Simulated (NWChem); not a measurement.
LiH8O4 cation; SMILES [OH2]->[Li+](<-[OH2])(<-[OH2])<-[OH2]

```xyz
13

Li    -0.0410     0.0009    -0.0597
O      1.7476    -0.0874     0.6664
H      2.6154    -0.1583     0.2528
H      1.9143    -0.0730     1.6166
O     -1.2220     0.0778     1.4633
H     -1.6188     0.8724     1.8386
H     -1.7178    -0.6602     1.8368
O     -0.1839     1.6470    -1.0588
H      0.5204     2.3035    -1.1136
H     -0.8609     1.9468    -1.6763
O     -0.3532    -1.6351    -1.0369
H     -1.0149    -1.8398    -1.7076
H      0.2410    -2.3945    -1.0244
```
Atoms are numbered in this order, from 1.

All runs: NWChem. Coordinates come from a PBE0/def2-SVP optimisation. GIAO values for the isolated, static molecule; σ is the absolute isotropic shielding, δ = σ(reference) − σ with the isolated reference molecule computed at the same levels (1H: tetramethylsilane, 17O: water).

For level KT2/pcSseg-1:

```yaml
"δ H4 (ppm)": 1.95
"δ H6 (ppm)": 1.97
"δ O8 (ppm)": 3.3
"δ H9 (ppm)": 1.93
"δ O11 (ppm)": 3.3
"δ H12 (ppm)": 1.92
"δ H13 (ppm)": 1.93
```

Estimate the same quantities for level PBE0/pcSseg-1.


| Item | Value |
|---|---|
| δ H4 (ppm) | 2.22 |
| δ H6 (ppm) | 2.22 |
| δ O8 (ppm) | 5.5 |
| δ H9 (ppm) | 2.20 |
| δ O11 (ppm) | 5.5 |
| δ H12 (ppm) | 2.17 |
| δ H13 (ppm) | 2.19 |
